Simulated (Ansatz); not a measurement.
The cluster Rb₄⁺ (the lowest doublet isomer of a short search) was relaxed with r2SCAN (def2-TZVP) in Ansatz in these states: charge +1 doublet, charge +1 quartet. The geometries follow in no particular order.

In the def2 sets Rb takes a core potential; there is no spin–orbit coupling.

A:

Cartesian coordinates in Å:
```
Rb 0.317 1.481 1.733
Rb 2.315 2.694 -2.789
Rb -2.304 -2.689 2.803
Rb -0.328 -1.487 -1.747
```

B:

```tsv
atom	x (Å)	y (Å)	z (Å)
Rb1	0.1601	-2.8846	1.4491
Rb2	0.8325	1.7979	3.4886
Rb3	-0.8304	-1.7978	-3.4890
Rb4	-0.1621	2.8845	-1.4486
```

Q: Judge from the bond lengths which geometry belongs to which state (an estimate).

A: A is the charge +1 doublet (Rb1–Rb4 4.619 Å, Rb1–Rb3 5.041 Å, Rb2–Rb4 5.054 Å); B is the charge +1 quartet (Rb1–Rb4 6.464 Å, Rb1–Rb3 5.152 Å, Rb2–Rb4 5.152 Å).

At r2SCAN/def2-TZVP the charge 1 doublet is spin-contaminated (final ⟨S²⟩ up to 0.87, 0.75 for a pure state). At PBE0/def2-TZVP a doublet lies 0.66 eV below the charge +1 quartet. These are the stationary points nearest to one start from a short search; other shapes may lie lower in each state.
